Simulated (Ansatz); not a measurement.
Isolated molecules relaxed with PBE0-D4/def2-TZVP in Ansatz; ΔE leaves out vibrations. CCSD(T)/CBS adds triple-zeta CCSD(T) − MP2 to the extrapolated MP2 energy (def2 sets, frozen cores). This one scheme is used for every species. Functionals use def2-TZVPP. Each species was taken in one conformer, which may not be the lowest.

`CC(O)(O)F` + `N[SiH3]` → `OC(O)(F)N[SiH3]` + CH₄  (substitution at a C–C bond)

| level | ΔE (kJ/mol) |
| --- | --- |
| r2SCAN-D4 | -7.2 |
| PBE | -2.0 |

(1) What does CCSD(T)/CBS give? (An estimate is asked.)

Largest T1 diagnostic among the species: 0.011.

Results:

(1) Computed: -1.9 kJ/mol. The listed levels differ from it by -5.3, -0.1 kJ/mol.

The D4 term adds −6.1 kJ/mol with B3LYP and −3.5 kJ/mol with PBE0; it sums over pairs of atoms, weighted by their polarisabilities, and B3LYP, whose exchange is more repulsive, gets the larger term.

B3LYP here is the variant with VWN-RPA as its local correlation; programs differ in this.
